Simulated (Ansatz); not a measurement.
C3H7AlClF, singlet, geometry from GFN2-xTB (such geometries of metal compounds can be far from the true shape), with bond 9-5 at 1.4 times its length; SC-NEVPT2/STO-3G, CASSCF(2,2) (Ansatz, an electronic-structure program).

Ansatz was given this input:
Ansatz 0.2 input:
```yaml
crystal:
  periodic: [false, false, false]
  atoms:
    - {symbol: Al, position_ang: [0.04944379, 0.70898190, 0.20827591]}
    - {symbol: Cl, position_ang: [1.28875646, 2.31288127, 0.11504415]}
    - {symbol: F, position_ang: [-1.39169064, 0.93266514, 0.99753341]}
    - {symbol: C, position_ang: [0.34716487, -1.11933626, -0.53518332]}
    - {symbol: C, position_ang: [-0.86443962, -2.01142723, -0.23635115]}
    - {symbol: C, position_ang: [-0.67248337, -3.42246362, -0.78184740]}
    - {symbol: H, position_ang: [1.25166944, -1.57331041, -0.11418485]}
    - {symbol: H, position_ang: [0.52077691, -1.08254465, -1.61678497]}
    - {symbol: H, position_ang: [-1.09264550, -2.07514259, 1.27510811]}
    - {symbol: H, position_ang: [-1.76141599, -1.56901564, -0.67668238]}
    - {symbol: H, position_ang: [-0.53256074, -3.39964006, -1.86089556]}
    - {symbol: H, position_ang: [-1.54106477, -4.03898349, -0.56187615]}
    - {symbol: H, position_ang: [0.20217466, -3.88993765, -0.33368561]}
basis:
  gaussian:
    orbitals: STO-3G
magnetization: {spin_polarized: false}
correlation: {method: sc_nevpt2, electrons: all, active_space: {window: {electrons: 2, orbitals: 2}}}
```

It wrote (shortened):

```
Functional definition: HF
576 factors; integrals over basis functions are off by at most 5.8e-5 eV
mean field evaluation 1: about -24704.7536 eV, gradient 2.6e1 eV
mean field evaluation 2: about -24704.9473 eV, gradient 2.6e1 eV
mean field evaluation 4: about -24708.1248 eV, gradient 1.7e0 eV
mean field evaluation 8: about -24708.1408 eV, gradient 1.8e-4 eV
mean field -24708.14083980 eV, -908.0074280832 hartree, gradient 2.7e-6 eV, S^2 0.000000; 0 other end points of the search recorded, 0 dependent functions left out
reference -24708.14083980 eV, -908.0074280832 hartree; 32, 32 occupied and 13, 13 virtual orbitals, 576 factors
state -24709.23330591 eV, -908.0475754723 hartree
state -24709.23330591 eV, -908.0475754723 hartree; corrected -24714.66796527 eV, -908.2472955201 hartree
Total energy: -24714.66796527 eV, -908.2472955201 hartree
```
